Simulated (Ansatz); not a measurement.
Cs3H4. The state is a doublet with charge 0. Geometry r2SCAN-D4/def2-TZVP.

```xyz
7

Cs    1.499    2.327    0.131
Cs    2.024   -1.886   -1.113
Cs   -1.539    0.095   -1.475
H    -2.273   -0.461    2.069
H     0.516   -0.276    0.675
H    -1.555   -0.456    1.844
H     1.327    0.657   -2.132
```

In the def2 sets Cs takes a core potential; there is no spin–orbit coupling. HSE06 is defined as in plane-wave codes, on full-range PBE exchange. In the doublet, H4 and H6 lie 0.75 Å apart (atoms count from 1), so H2 has formed as a molecule. The structure comes from a short search, and lower isomers may exist.

(1) Estimate the α-spin orbital energies around the gap (eV) in Ansatz with PBE-D4/def2-TZVPD, r2SCAN-D4/def2-TZVP, r2SCAN-D4/def2-TZVPD, B97M-V/def2-TZVP, HSE06-D4/def2-TZVP.

Answers

(1) 
```csv
orbital,PBE-D4/def2-TZVPD,r2SCAN-D4/def2-TZVP,r2SCAN-D4/def2-TZVPD,B97M-V/def2-TZVP,HSE06-D4/def2-TZVP
HOMO−5,-12.36,-12.88,-12.83,-13.07,-13.47
HOMO−4,-12.29,-12.75,-12.69,-13.04,-13.37
HOMO−3,-9.74,-10.13,-10.15,-10.33,-10.92
HOMO−2,-3.98,-4.11,-4.08,-4.26,-4.65
HOMO−1,-3.58,-3.72,-3.71,-3.87,-4.21
HOMO,-1.67,-1.62,-1.60,-1.70,-1.68
LUMO,-1.40,-1.20,-1.21,-1.54,-1.32
LUMO+1,-1.22,-1.03,-1.02,-1.43,-1.15
LUMO+2,-0.66,-0.41,-0.40,-0.83,-0.60
LUMO+3,-0.53,-0.35,-0.36,-0.79,-0.46
LUMO+4,-0.37,-0.11,-0.11,-0.71,-0.28
LUMO+5,-0.34,-0.07,-0.07,-0.66,-0.24
β HOMO,-3.52,-3.67,-3.66,-3.83,-4.13
β LUMO,-1.23,-0.95,-0.94,-0.57,-1.06
```
